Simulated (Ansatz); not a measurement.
Reaction (formal exchange of groups at the Si–H bond): `BO[SiH3]` + `CSC(C)C` → `BO[SiH2]SC` + `CCC`

Isolated molecules relaxed with PBE0-D4/def2-TZVP in Ansatz; ΔE leaves out vibrations. CCSD(T)/CBS adds triple-zeta CCSD(T) − MP2 to the extrapolated MP2 energy (def2 sets, frozen cores). DFT in def2-TZVPP. B3LYP here is the variant with VWN-RPA as its local correlation; programs differ in this. Each species was taken in one conformer, which may not be the lowest.

`BO[SiH3]`:

Z-matrix (Å, degrees):
```
Si
O 1 1.658
H 1 1.482 2 107.9
H 1 1.482 2 107.9 3 -118.9
H 1 1.485 2 110.1 3 120.6
B 2 1.347 1 132.3 3 -120.7
H 6 1.199 2 118.0 1 180.0
H 6 1.204 2 120.0 1 0.0
```

`CSC(C)C`:

Cartesian coordinates in Å:
```
C -1.976 0.081 -0.614
S -0.863 1.448 -0.264
C 0.672 0.596 0.211
C 0.521 -0.221 1.482
C 1.269 -0.215 -0.926
H -1.621 -0.536 -1.441
H -2.152 -0.540 0.265
H -2.923 0.535 -0.908
H 1.332 1.446 0.417
H 1.491 -0.619 1.795
H -0.144 -1.074 1.327
H 0.116 0.384 2.294
H 1.394 0.394 -1.823
H 2.247 -0.612 -0.636
H 0.635 -1.069 -1.178
```

`BO[SiH2]SC`:

Cartesian coordinates in Å:
```
B -1.066 0.727 -1.755
O -0.536 1.398 -0.714
Si -0.454 1.005 0.897
S 1.428 0.216 1.426
C 1.338 -1.377 0.556
H -1.615 -0.330 -1.574
H -0.969 1.210 -2.848
H -0.624 2.253 1.671
H -1.521 0.007 1.169
H 2.210 -1.952 0.863
H 1.372 -1.235 -0.524
H 0.437 -1.924 0.833
```

`CCC`:

Z-matrix (Å, degrees):
```
C
C 1 1.519
H 1 1.094 2 111.1
H 1 1.094 2 111.1 3 119.5
H 1 1.093 2 111.7 3 -120.3
C 2 1.519 1 112.7 3 -59.7
H 2 1.095 1 109.5 3 178.2
H 2 1.095 1 109.5 3 62.4
H 6 1.094 2 111.0 1 59.7
H 6 1.093 2 111.7 1 -180.0
H 6 1.094 2 111.1 1 -59.7
```

Problem. Is it downhill or uphill in electronic energy at CCSD(T)/CBS, and by how much? (Estimate.)

Solution. The calculation gave: Downhill: ΔE = -102.0 kJ/mol.

Problem. What do these levels give: r2SCAN-D4, PBE0-D4, B3LYP-D4, ωB97X-V, ωB97M-V, PBE, PBE0, B3LYP, HF/def2-TZVPP, SCS-MP2/def2-TZVPP, HF/def2-QZVPP, MP2/CBS(def2)? (Best estimate.)

Solution. The calculation gave: r2SCAN-D4 -108.2, PBE0-D4 -107.2, B3LYP-D4 -104.3, ωB97X-V -101.8, ωB97M-V -103.7, PBE -108.1, PBE0 -108.8, B3LYP -107.6, HF/def2-TZVPP -108.0, SCS-MP2/def2-TZVPP -99.0, HF/def2-QZVPP -107.6, MP2/CBS(def2) -101.8 kJ/mol.

Largest T1 diagnostic among the species: 0.013.

The D4 term adds +3.3 kJ/mol with B3LYP and +1.7 kJ/mol with PBE0; it sums over pairs of atoms, weighted by their polarisabilities, and B3LYP, whose exchange is more repulsive, gets the larger term. In def2-TZVPP, CCSD(T) changes the Hartree–Fock value by +7.4 kJ/mol (the triples alone add +1.4 kJ/mol) and MP2 by +7.6 kJ/mol.
